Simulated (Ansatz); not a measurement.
Reaction (cleavage of the Ge–Al bond): `[F][GeH2][AlH2]` + HI → `[F][GeH2][I]` + `[AlH3]`

Computed with Ansatz on PBE0-D4/def2-TZVP structures; ΔE is electronic, products minus reactants. CCSD(T)/CBS is the MP2 limit (def2-TZVPP, def2-QZVPP) plus CCSD(T) − MP2 in def2-TZVPP, frozen cores. This one scheme is used for every species. Functionals use def2-TZVPP. Elements past krypton have def2 core potentials. For Ge, I outer-core shells are correlated without core-valence functions, which leaves a few kJ/mol of doubt a bond. Scalar relativity is left out up to krypton.

`[F][GeH2][AlH2]`:

```xyz
7

F    -0.284    0.177   -2.227
Ge   -0.454   -0.624   -0.671
Al    0.623    0.810    1.062
H    -1.976   -0.837   -0.511
H     0.186   -2.015   -0.881
H     0.606    0.307    2.567
H     1.299    2.184    0.660
```

HI:

```xyz
2

I     0.746    0.295    0.067
H    -0.746   -0.295   -0.067
```

`[F][GeH2][I]`:

Cartesian coordinates in Å:
```
F -1.051 1.027 0.896
Ge -0.160 -0.078 -0.100
I 2.247 0.180 0.486
H -0.395 0.354 -1.550
H -0.641 -1.483 0.268
```

`[AlH3]`:

Cartesian coordinates in Å:
```
Al 0.000 0.000 0.000
H -0.882 1.247 -0.427
H -0.533 -1.472 -0.251
H 1.416 0.226 0.678
```

CCSD(T)/CBS gives -60.7 kJ/mol.

Question: Another level gave -52.7 kJ/mol. Which?
A. r2SCAN0-D4/def2-TZVPP
B. BLYP/def2-TZVPP
C. CCSD/def2-TZVPP
D. HF/def2-TZVPP

Answer: B. BLYP -52.7, r2SCAN0-D4 -62.5, CCSD/def2-TZVPP -57.1, HF/def2-TZVPP -73.2 kJ/mol.

Largest T1 diagnostic among the species: 0.012.

Leaving LDA and LC-ωPBE aside and taking each functional with its dispersion term where it has one, the values, not all of them listed here, spread over 15.2 kJ/mol, from B97M-V to PBE-D4. From BLYP to BHLYP (50 % exact exchange), in def2-TZVPP and without D4, ΔE moves by −10.2 kJ/mol. In def2-TZVPP, CCSD(T) changes the Hartree–Fock value by +15.9 kJ/mol (the triples alone add −0.1 kJ/mol) and MP2 by +3.6 kJ/mol.
